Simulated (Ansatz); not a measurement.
Stepwise reaction of `FB(F)O[SiH3]` with hydrogen sulfide, as a gas-phase model of exchange steps in deposition or etching. ΔE in kJ/mol.

Calculated with Ansatz (gas phase, PBE0-D4/def2-TZVP geometries, no zero-point term in ΔE). CCSD(T)/CBS is the MP2 limit (def2-TZVPP, def2-QZVPP) plus CCSD(T) − MP2 in def2-TZVPP, frozen cores. This one scheme is used for every species. Functionals use def2-TZVPP. B3LYP here is the variant with VWN-RPA as its local correlation; programs differ in this. Each species was taken in one conformer, which may not be the lowest.

```csv
step,reaction,PBE-D4,B3LYP-D4,ωB97M-V,CCSD(T)/CBS
2,`FB(S)O[SiH3]` + H₂S → `[SiH3]OB(S)S` + H–F,67.2,79.2,81.6,71.1
```

Q: Give the row of step 1, `FB(F)O[SiH3]` + H₂S → `FB(S)O[SiH3]` + H–F. (An estimate is asked.)

A: Ansatz gave: 
| step | reaction | PBE-D4 | B3LYP-D4 | ωB97M-V | CCSD(T)/CBS |
| --- | --- | --- | --- | --- | --- |
| 1 | `FB(F)O[SiH3]` + H₂S → `FB(S)O[SiH3]` + H–F | 69.2 | 82.4 | 83.5 | 76.7 |

Q: By hand: ΔE of the 2 steps together at CCSD(T)/CBS.

A: (76.7) + (71.1) = 147.8 kJ/mol, or 73.9 kJ/mol a step.

In ΔE each step is lower than the one before. All are uphill at CCSD(T)/CBS. PBE-D4 differs from CCSD(T)/CBS by -7.5 to -3.9 kJ/mol a step. Isolated molecules leave out the surface, adducts and barriers. Largest T1 diagnostic: 0.013.
